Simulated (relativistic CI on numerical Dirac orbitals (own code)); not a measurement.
# Zeeman pattern of Tl I 2767.87 Å at 0.3 T

Problem. The line 6s2 6p 2P°_1/2 – 6s2 6d 2D_3/2 of Tl I lies at 2767.87 Å (air; NIST Handbook). Calculate its Zeeman pattern at B = 0.3 T, seen across the field, in LS coupling, and compare it with the Doppler width at an assumed gas temperature of 3000 K.

Working.
1. Landé factors g = 3/2 + [S(S + 1) − L(L + 1)]/[2J(J + 1)]: lower 0.6667, upper 0.8000.
2. The unit is μB B/hc = 0.46686 × 0.3 = 0.1401 cm⁻¹, or 10.7 mÅ at this wavelength. A component is shifted by g_u m_u − g_l m_l units. Seen across the field, the strengths for lower J and m are (J + 1)² − m² (π) and ¼(J + m + 1)(J + m + 2) (σ).
3. π components (Δm = 0), symmetric about zero, as shift (strength, strongest of all = 100): ±0.067 (100).
4. σ components with Δm = +1, mirrored for −1: 0.733 (25), 0.867 (75).
5. The centre of the σ group lies at ḡ = 0.833 units, 8.9 mÅ from the line centre.
6. The Doppler width is 7.16 × 10⁻⁷ λ √(T/M) = 7.6 mÅ (FWHM, M = 205), so the sum of Gaussians shows separate peaks away from the centre.

Check. A relativistic CI calculation gives g = 0.6658 and 0.8004 for the two levels. The nearest fine-structure partner lies 82 cm⁻¹ away, 585 Zeeman units, so the weak-field formulas hold; hyperfine structure, which matters at weak fields for isotopes with nuclear spin, is neglected.
